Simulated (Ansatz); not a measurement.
VF₅. The state is a singlet with charge 0. Geometry relaxed at PBE0-D4/def2-SVP.

```xyz
6

V     0.0003    0.0002   -0.0002
F     0.6554   -1.5885   -0.0763
F    -0.6566    1.5879    0.0778
F    -1.5247   -0.6116   -0.3749
F     1.0380    0.4887   -1.2348
F     0.4876    0.1233    1.6084
```

Problem. Estimate the harmonic wavenumbers at RKS PBE0-D4/def2-SVP (Ansatz, unscaled). Is this a minimum?

Solution. 115, 116, 289, 289, 351, 360, 360, 638, 766, 798, 851, 851 cm⁻¹. Yes, no mode is imaginary beyond noise. Zero-point energy 34.6 kJ/mol. Hardware: 4 threads of Arm Neoverse V1 on a shared host. Wall time 45 s.
